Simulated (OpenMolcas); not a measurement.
Computed levels of 2s² 2p² in ions with 6 electrons, in cm-1 above ³P₀.

```json
{
 "Program": "OpenMolcas",
 "Method": "SS-CASPT2, IPEA 0.25 Eh, imaginary shift 0.1 Eh",
 "Basis": "ANO-RCC-VQZP",
 "Scalar Hamiltonian": "DKH2, point nucleus",
 "Spin-orbit coupling": "state interaction with AMFI integrals over the reference wave functions, term energies averaged over their components"
}
```

Active space for each ion: 4 electrons in 4 orbitals (2s 2p); closed shells correlated by CASPT2: 1s.

| Level | N+ | F3+ | Ne4+ |
| --- | --- | --- | --- |
| ³P₁ | 44.7 | 216 | 392 |
| ³P₂ | 133 | 630 | 1129 |
| ¹D₂ | 14980 | 25400 | 30440 |
| ¹S₀ | 31430 | 53150 | 63550 |

Task: Estimate ³P₂, ¹D₂, ¹S₀ for O2+ from its neighbours N+ and F3+.

Result: ³P₂ is fine structure, which grows about as the fourth power of a screened charge, so the fourth roots are averaged: ((133^0.25 + 630^0.25) / 2)^4 = 312. The calculation gives 306, so the estimate is off by +2.0 %.
¹D₂ is another term, which grows about linearly with the charge: (14980 + 25400) / 2 = 20190. The calculation gives 20220, so the estimate is off by -0.1 %; the measured value is 20273 (Moore, Selected Tables of Atomic Spectra, NSRDS-NBS 3, section 11).
¹S₀ is another term, which grows about linearly with the charge: (31430 + 53150) / 2 = 42290. The calculation gives 42420, so the estimate is off by -0.3 %; the measured value is 43186 (Moore, Selected Tables of Atomic Spectra, NSRDS-NBS 3, section 11).

Term energies are means over components that CASPT2 splits; among the terms shown or strongly mixed into the levels shown the widest spread is 12 cm-1 (2s² 2p² ¹D, Ne4+). Measured partners are found by configuration, term and J. A level has none where our copy of the source lacks it or the pairing is in doubt (some pairs that miss far off the trend of their configuration count as doubtful), and it then counts in no deviation. Only configurations of the active space appear.
